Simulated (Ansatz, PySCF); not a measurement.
CrF₂O₂, SMILES [O]=[Cr](=[O])([F])[F] (connectivity only; charge and spin as stated), charge -1, multiplicity 2. Atoms are numbered in the order given.

```xyz
5

Cr     0.0000     0.0000     0.1159
O      0.0000    -1.3607     0.9467
O      0.0000     1.3608     0.9467
F     -1.3531     0.0000    -1.0644
F      1.3531     0.0000    -1.0644
```
Charge -1, spin multiplicity 2.

Geometry: TPSSh-D3(BJ)/def2-SVPD. The spin state was assumed, not searched. The isomer is the one that the SMILES or the coordinates give; other isomers of the formula were not compared.

Two levels are set side by side: PBE-D3(BJ)/def2-SVPD (Ansatz, an electronic-structure program) and TPSSh-D3(BJ)/def2-SVPD (PySCF). Each level has its own optimised geometry; the coordinates shown are those of the second. Frequencies come from the Hessian of PySCF at each geometry. Differences are taken from unrounded values.

```
quantity                            TPSSh-D3(BJ)  PBE-D3(BJ)  PBE-D3(BJ) minus TPSSh-D3(BJ)
----------------------------------  ------------  ----------  -----------------------------
mean bond length (Å)                       1.695       1.708                          0.013
bond Cr1–O2 (Å)                            1.594       1.605                          0.010
bond Cr1–O3 (Å)                            1.594       1.605                          0.010
bond Cr1–F4 (Å)                            1.796       1.811                          0.015
bond Cr1–F5 (Å)                            1.796       1.811                          0.015
highest harmonic wavenumber (cm⁻¹)          1020         988                            -33
mean harmonic wavenumber (cm⁻¹)              511         494                            -18
zero-point energy (kcal/mol)                6.58        6.35                          -0.23
```

GGA bonds tend to be longer and softer than those of functionals with exact exchange. Differences between two approximate levels are no errors against the true value.
